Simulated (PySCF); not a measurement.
The 4-electron isoelectronic series, spin-free X2C

All values are computed (PySCF 2.14, energy differences of UHF-based or UKS calculations, no spin-orbit coupling). Each ion has its own even-tempered basis scaled to its charge (19s9p6d5f4g for the first); frozen: nothing. Ionisation energies in eV, correlation energies of the ion in mhartree.

| ion | configuration | UHF | LDA | PBE | PBE0 | r2SCAN | MP2 (all electrons) | E_corr MP2 | NIST (with spin-orbit, Breit and QED) |
| --- | --- | --- | --- | --- | --- | --- | --- | --- | --- |
| S(12+) | [He] 2s2 (1S) | 646.97 | 647.60 | 649.37 | 649.10 | 647.46 | 650.10 | -166.4 | 651.96 ± 0.12 (s) |
| Cl(13+) | [He] 2s2 (1S) | 745.04 | 745.57 | 747.54 | 747.25 | 745.49 | 748.33 | -172.6 | 750.23 ± 0.19 (s) |
| Ar(14+) | [He] 2s2 (1S) | 850.09 | 850.51 | 852.68 | 852.37 | 850.48 | 853.53 | -178.6 | 855.5 ± 0.3 (s) |
| K(15+) | [He] 2s2 (1S) | 962.12 | 962.44 | 964.80 | 964.47 | 962.45 | 965.72 | -184.5 | 967.7 ± 0.3 (s) |
| Ca(16+) | [He] 2s2 (1S) | 1081.2 | 1081.4 | 1083.9 | 1083.6 | 1081.5 | 1084.9 | -190.3 | 1086.8 ± 0.4 (s) |
| Sc(17+) | [He] 2s2 (1S) | 1207.3 | 1207.3 | 1210.1 | 1209.7 | 1207.5 | 1211.2 | -195.9 | 1213.1 ± 0.4 (s) |
| Ti(18+) | [He] 2s2 (1S) | 1340.4 | 1340.4 | 1343.4 | 1343.0 | 1340.6 | 1344.5 | -201.4 | 1346.3 ± 0.5 (s) |
| Cr(20+) | [He] 2s2 (1S) | 1628.0 | 1627.8 | 1631.2 | 1630.7 | 1628.1 | 1632.4 | -211.9 | 1634.1 ± 0.5 (s) |
| Mn(21+) | [He] 2s2 (1S) | 1782.6 | 1782.2 | 1785.8 | 1785.3 | 1782.6 | 1787.0 | -217.0 | 1788.7 ± 0.6 (s) |

Task: Interpolate the row of V(19+).

Result: configuration [He] 2s2 (1S); UHF 1480.7; LDA 1480.5; PBE 1483.7; PBE0 1483.3; r2SCAN 1480.8; MP2 (all electrons) 1484.8; E_corr MP2 -206.8; NIST (with spin-orbit, Breit and QED) 1486.7 ± 0.5 (s).

Each ion has its own basis, which adds noise of up to about 0.1 % along the series.

NIST values marked (s) are semi-empirical, (t) theoretical. Open shells are high-spin determinants of the terms that Hund's rules give.

MP2 underrates the 2s², 2p² near-degeneracy of four-electron ions.
